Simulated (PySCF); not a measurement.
Q: Give a GFN2-xTB geometry of `O=S(=O)([O-])C=C1CC1`. (Charge -1.)

A: 
```xyz
13
C4H5O3S angstrom
O      2.3100   -0.9336    1.3673
S      2.1705   -0.1381    0.1466
O      3.1756   -0.4371   -0.8732
O      1.9637    1.2880    0.3802
C      0.6108   -0.7562   -0.5746
C     -0.5147   -0.2024   -0.2401
C     -1.9863   -0.1060   -0.3097
C     -1.1661    0.8538    0.5329
H      0.7063   -1.6057   -1.2307
H     -2.4424    0.2653   -1.2191
H     -2.5820   -0.8563    0.1952
H     -1.0524    1.8746    0.1992
H     -1.1974    0.7541    1.6082
```

Orientation and origin are arbitrary. Atoms count from 1 in this order. Of the pairs four or more bonds apart, O4···C8 is among the closest relative to their van der Waals radii: 3.16 Å, 98 % of the sum of Bondi's values. C6 (fully substituted alkene carbon) has angles 151.6°, 146.2° and 62.2°, sum 360.0°, 0.00 Å off the plane of its three neighbours. All 3 O–S bonds measure 1.460 to 1.464 Å. The 3-membered ring C6–C7–C8 has internal angles of 58.4° to 62.2°.

Bonds between heavy atoms (Å): O1=S2 1.464, S2=O3 1.463, S2–O4 1.460, S2–C5 1.826, C5=C6 1.298, C6–C7 1.476, C7–C8 1.518, C6–C8 1.462.

The geometry is computed with GFN2-xTB (gas phase).

Point group: C1 (no symmetry element, even within 0.4 Å). No GFN2-xTB frequencies stand behind this structure, so it isn't proved a minimum. Torsions: O1–S2–C5–C6 89°.

One conformer stands for the species.
